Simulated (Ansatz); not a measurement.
Species: Cr, charge 2, quintet.

Total energies in aug-cc-pwCVTZ-DK, 12 correlated electrons, 5 frozen orbitals. Radicals and triplets start from unrestricted determinants; spin-orbit coupling is neglected. The -DK rows use spin-free X2C, correlate 3s3p of the metal (1s2s2p frozen) and give its partners the cc-pVXZ-DK valence sets. Open-shell metal atoms are single determinants, not pure terms.

| method | program | energy (Eh) | minus CCSDT(Q) (mEh) |
|---|---|---|---|
| HF | Ansatz | -1048.88634 | 437.53 |
| MP2 | Ansatz | -1049.30757 | 16.30 |
| CCSD | Ansatz | -1049.31478 | 9.09 |
| CCSD(T) | Ansatz | -1049.32368 | 0.19 |
| CCSDT(Q) | Ansatz | -1049.32387 | 0.00 |

Ansatz is a program for electronic structure.
